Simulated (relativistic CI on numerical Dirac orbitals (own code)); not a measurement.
**Ba XXXV: q coefficients and field-shift factors**

These numbers are calculated, not measured: Dirac-Coulomb-Breit CI, KLI orbitals optimised for each configuration, derivatives by finite differences, unscaled Slater integrals, QED left out (own radial code, finite nucleus).

Configurations in the expansion (outside the closed core [Ne] 3s2): 3p6.3d4, 3p5.3d5, 3p6.3d3.4p, 3p6.3d2.4s.4p, 3p6.3d2.4s2, 3p6.3d.4s2.4p. Double excitations out of closed p, d and f shells are left out; levels of such configurations are missing from the list, as are those of other unlisted configurations, and high levels can miss mixing partners.

With x = (α/α₀)² − 1 an excitation energy changes as ω = ω₀ + qx; K = 2q/ω₀ is the relative enhancement. Terms are leading LS components, so labels can repeat. The field-shift factor is F = δν/δ⟨r²⟩ for the transition from the lowest level.

Lowest level 3p6.3d4 3P_0.

```csv
Level,ω₀ (cm⁻¹),q (cm⁻¹),K,F (GHz/fm²)
3p6.3d4 5D_1,98144,144300,2.94,1.39
3p6.3d4 5D_2,153950,190300,2.47,1.9
3p6.3d4 3F_4,170082,144800,1.7,1.59
3p6.3d4 5D_3,180656,189300,2.1,1.96
3p6.3d4 5D_0,258213,273500,2.12,2.81
3p6.3d4 5D_4,267134,281400,2.11,2.91
3p6.3d4 3F_2,288112,238100,1.65,2.61
3p6.3d4 3G_3,288727,260400,1.8,2.79
3p6.3d4 3H_5,307436,274400,1.79,2.96
3p6.3d4 3H_6,322973,275100,1.7,3.01
3p6.3d4 3P_1,324984,292700,1.8,3.13
3p6.3d4 3G_4,353337,283900,1.61,3.14
3p6.3d4 3D_2,364313,285600,1.57,3.18
```

At this charge energies of transitions that change n are usually good to better than 1 %, and those within a shell (Δn = 0) to a few per cent. Terms inside the open d or f shell come out 10 to 20 % too wide with unscaled integrals.
